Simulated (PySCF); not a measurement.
Start geometry of `C=C(F)[Se]C` from GFN2-xTB (Å):
```
atom  x, y, z in Å
C1     2.2431    0.1128    0.0585
C2     0.9256    0.1093    0.1635
F3     0.3074    0.6094    1.2446
Se4   -0.2928   -0.5757   -1.1383
C5    -1.9630   -0.1691   -0.2083
H6     2.8643    0.5178    0.8373
H7     2.7140   -0.2929   -0.8175
H8    -2.0377    0.9045   -0.0554
H9    -1.9834   -0.6952    0.7427
H10   -2.7685   -0.5163   -0.8497
```

Problem. What comes out of this run: PBE0-D3(BJ)/def2-SVP geometry optimisation, gas phase in PySCF?

Solution. 
```
atom  x, y, z in Å
C1     2.229    0.134    0.141
C2     0.950    0.503    0.116
F3     0.482    1.411    0.974
Se4   -0.330   -0.097   -1.147
C5    -1.823   -0.259    0.088
H6     2.924    0.625    0.827
H7     2.592   -0.646   -0.527
H8    -1.964    0.692    0.615
H9    -1.652   -1.076    0.801
H10   -2.710   -0.478   -0.521
```

The energy falls by 1.5 kcal/mol over 11 energy and gradient evaluations, the largest force component goes from 0.0171 to 1.9e-04 Eh/bohr, and the atoms move by 0.430 Å rms after alignment. The bond that changes most is C1–H6 (terminal =CH2 carbon to vinylic hydrogen), which lengthens by 0.017 Å. Bonds longer at the end by more than 0.005 Å: 6 of 9; shorter: 3. Among the dihedrals that turn most is F3–C2–Se4–C5, from 1° to -42°. Rotational constants go from 5320, 2583, 1758 to 5277, 2466, 1841 MHz. The orientation of the end geometry is arbitrary; only internal coordinates are fixed.

The run used 113 basis functions and 76 SCF cycles in all. On one thread, Arm Neoverse V1, no GPU (shared host), this took 55 s wall.

PBE0-D3(BJ)/def2-SVP frequencies: not computed here. The numbers are those of one conformer.
